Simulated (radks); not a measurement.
Q: The ytterbium ion Yb+, 69 electrons, occupied as [Kr] 4d10 4f14 5s1 5p6 6s1 5f1 (not the ground configuration). All-electron calculation, Dirac Kohn-Sham, PBE, spin-unpolarised, spherical densities, finite nucleus; open shells are shared between the two j in proportion to 2j + 1; Fermi nuclear charge, rms radius 5.3108 fm. Program: a radial shooting solver on a logarithmic mesh with Libxc functionals.

Spin-orbit splittings of the eigenvalues, e(l+1/2) - e(l-1/2), with zeta = 2 splitting/(2l+1) and mean radii in bohr:

| shell | occ. | splitting (eV) | zeta (eV) | <r> j=l-1/2 | <r> j=l+1/2 |
|---|---|---|---|---|---|
| 2p | 6 | 1047 | 698.0 | 0.06872 | 0.07622 |
| 3p | 6 | 222.3 | 148.2 | 0.2060 | 0.2201 |
| 3d | 10 | 48.57 | 19.43 | 0.1935 | 0.1978 |
| 4p | 6 | ? | ? | 0.4959 | 0.5283 |
| 4d | 10 | 9.134 | 3.654 | 0.5539 | 0.5654 |
| 4f | 14 | 1.340 | 0.3827 | 0.7502 | 0.7666 |
| 5p | 6 | 6.472 | 4.315 | 1.336 | 1.440 |
| 5f | 1 | 0.002686 | 0.0007675 | 8.184 | 8.197 |

Estimate the 4p splitting.

A: 50.22 eV (zeta = 33.48 eV).
